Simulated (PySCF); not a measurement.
Geometry:
| atom | x (Å) | y (Å) | z (Å) |
| --- | --- | --- | --- |
| C1 | 1.207 | 1.254 | 0.662 |
| C2 | 0.613 | 0.074 | -0.097 |
| C3 | 1.726 | -0.753 | -0.734 |
| C4 | -0.517 | 0.347 | -1.080 |
| C5 | -1.819 | 0.362 | -0.295 |
| C6 | -1.488 | 0.090 | 1.159 |
| C7 | -0.406 | -0.850 | 0.614 |
| C8 | -1.202 | -0.938 | -0.719 |
| H9 | 1.981 | 1.727 | 0.060 |
| H10 | 1.657 | 0.916 | 1.594 |
| H11 | 0.456 | 2.006 | 0.886 |
| H12 | 2.276 | -0.160 | -1.463 |
| H13 | 1.315 | -1.624 | -1.239 |
| H14 | 2.423 | -1.091 | 0.030 |
| H15 | -0.431 | 0.809 | -2.049 |
| H16 | -2.709 | 0.836 | -0.675 |
| H17 | -2.292 | -0.458 | 1.648 |
| H18 | -1.175 | 0.915 | 1.797 |
| H19 | -0.055 | -1.691 | 1.203 |
| H20 | -1.564 | -1.760 | -1.305 |

- shieldings: GIAO PBE0/pcSseg-1
- geometry from GFN2-xTB
- code: PySCF 2.14.0 with density-fitted response routines
- non-relativistic, one conformer, one averaged value for each set of equivalent atoms, no solvent model

Scale: TMS for ¹³C (σ = 186.93 ppm), ¹H (σ = 31.72 ppm) (reference shieldings calculated alike).

| atoms | nucleus | count | δ (ppm) |
| --- | --- | --- | --- |
| H18 | ¹H | 1 | 1.88 |
| C4 | ¹³C | 1 | 31.0 |
| H9/H10/H11 | ¹H | 3 | 0.97 |
| H20 | ¹H | 1 | 2.90 |
| H19 | ¹H | 1 | ? |
| C5 | ¹³C | 1 | ? |
| H17 | ¹H | 1 | ? |
| H15 | ¹H | 1 | 1.62 |
| C6 | ¹³C | 1 | 34.0 |
| H12/H13/H14 | ¹H | 3 | 1.40 |
| C2 | ¹³C | 1 | 45.5 |
| C8 | ¹³C | 1 | 33.0 |
| C1 | ¹³C | 1 | ? |
| C3 | ¹³C | 1 | 28.7 |
| H16 | ¹H | 1 | 1.73 |
| C7 | ¹³C | 1 | ? |

Task: Complete the table.

Result: 
- C7: 48.5 ppm, sp3 CH in a ring; saturated and bonded to C and H only
- C1: 23.9 ppm, methyl carbon; saturated and bonded to C and H only
- C5: 22.3 ppm, three-membered-ring carbon; carbons of three-membered rings are unusually shielded
- H17: 2.46 ppm, hydrogen on an sp3 CH2 in a ring
- H19: 1.63 ppm, hydrogen on an sp3 CH in a ring; far from electronegative atoms and π systems

Shifts are as computed. Against solution values, carbons near 30 ppm lie about +3 ppm off and those near 130 ppm about +5 ppm. Of 1211 compounds with measured shifts, 218 miss one by over three times the rms of a fit or turn the order of signals round; such compounds aren't used in these exercises.
